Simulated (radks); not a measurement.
Problem. All-electron atom: Rb in [Kr] 6p1 (not the ground configuration). All-electron calculation, Dirac Kohn-Sham, PBEsol, spin-unpolarised, spherical densities, finite nucleus; open shells fill j = l - 1/2 first; Fermi nuclear charge, rms radius 4.2036 fm. Program: a radial shooting solver on a logarithmic mesh with Libxc functionals. Some entries of the table are withheld. Estimate them.

orbital,occ.,eigenvalue (eV),<r> (bohr),<1/r> (bohr^-1)
1s1/2,2,-15020.46,0.04031,(1)
2s1/2,2,-2009.284,0.1777,8.498
2p1/2,2,(2),0.1523,(3)
2p3/2,4,(4),0.1564,(5)
3s1/2,2,-300.8913,0.5108,2.822
3p1/2,2,-234.2257,0.5119,2.710
3p3/2,4,-225.0970,0.5224,2.635
3d3/2,4,-108.3432,0.5233,2.402
3d5/2,6,-106.7930,0.5271,2.382
4s1/2,2,-35.3503,1.454,0.9235
4p1/2,2,(6),1.690,0.7862
4p3/2,4,(7),1.727,0.7668
6p1/2,1,-0.7989,(8),0.08819
6p3/2,0,-0.7851,(9),0.08870

Solution. 
(1) 1s1/2 <1/r> (bohr^-1): 37.86
(2) 2p1/2 eigenvalue (eV): -1823.147
(3) 2p1/2 <1/r> (bohr^-1): 8.470
(4) 2p3/2 eigenvalue (eV): -1762.431
(5) 2p3/2 <1/r> (bohr^-1): 8.158
(6) 4p1/2 eigenvalue (eV): -19.9951
(7) 4p3/2 eigenvalue (eV): -19.1032
(8) 6p1/2 <r> (bohr): 14.93
(9) 6p3/2 <r> (bohr): 14.97
